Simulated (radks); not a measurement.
The numbers below are computed, except where a source is named.
The nuclear charge of neutral chromium is varied continuously with 24 electrons held in [Ar] 3d5 4s1. Level of theory: non-relativistic Kohn-Sham, PBE, spin-unpolarised, spherical densities, point nucleus (a radial shooting solver on a logarithmic mesh with Libxc functionals). By the Hellmann-Feynman theorem dE/dZ = E(electron-nucleus)/Z, the electronic potential at the nucleus.

Z     E (hartree)  E(electron-nucleus)/Z (hartree)  HOMO  e(HOMO) (eV)  <r> HOMO (bohr)
23.8  -1023.47141                         -102.221    3d        -1.327            1.616
24    -1044.03069                         -103.370    3d        -2.995            1.504
24.2  -1064.81916                         -104.513    3d        -4.945            1.415
24.4  -1085.83576                         -105.652    4s        -6.686            3.183
24.6  -1107.07962                         -106.786    4s        -8.258            3.056
24.8  -1128.55003                         -107.917    4s        -9.942            2.941
25    -1150.24637                         -109.046    4s       -11.733            2.836

The central difference of E at Z = 24 is -103.369 hartree, to compare with the third column; the second derivative is -5.73 hartree.
